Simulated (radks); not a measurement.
Task: The mean radii <r> (bohr) of the occupied orbitals of an atom or ion are listed with their occupations. All-electron calculation, scalar-relativistic Kohn-Sham, SCAN, spin-unpolarised, spherical densities, finite nucleus; meta-GGA in the generalised Kohn-Sham scheme; Fermi nuclear charge, rms radius of each element as measured or else 0.836 A^(1/3) + 0.57 fm. Program: a radial shooting solver on a logarithmic mesh with Libxc functionals.

orbital  occ.      <r>
1s          2  0.01774
2s          2  0.07487
2p          6  0.06727
3s          2   0.1937
3p          6   0.1944
3d         10   0.1763
4s          2   0.4316
4p          6   0.4590
4d         10   0.4889
5s          2    1.007
4f         14   0.5564
5p          6    1.169
5d          6    1.691

Name the element and its charge.

Result: Z = 76, osmium, charge +2: Os2+ in [Xe] 4f14 5d6. The 1s radius gives Z: for a bare nucleus <r> = (2 gamma + 1)/(2Z) with gamma = sqrt(1 - (Z/c)^2), 0.01753 bohr for Z = 76, and screening makes it slightly larger (0.01774 here). The occupations add up to 74, and the charge is Z minus that.
